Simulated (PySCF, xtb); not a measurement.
C₃H₄BNO₂, SMILES C(#N)CB(O)C=O.

GFN2-xTB (xtb) at its own geometry gives an orbital gap of 2.28 eV and a dipole moment of 3.83 D.

The structure is a stationary point at B3LYP-D3(BJ)/def2-SVP. This is a generated structure with no PubChem entry under its InChIKey; it may be hypothetical. The values are those of a single conformer.

**Question.** What does PBE/def2-TZVP (PySCF) give? (An estimate is asked for; the answer gives what the named calculation found.)

**Answer.** gap 2.40 eV (levels -6.33 and -3.93 eV), dipole 2.97 D.
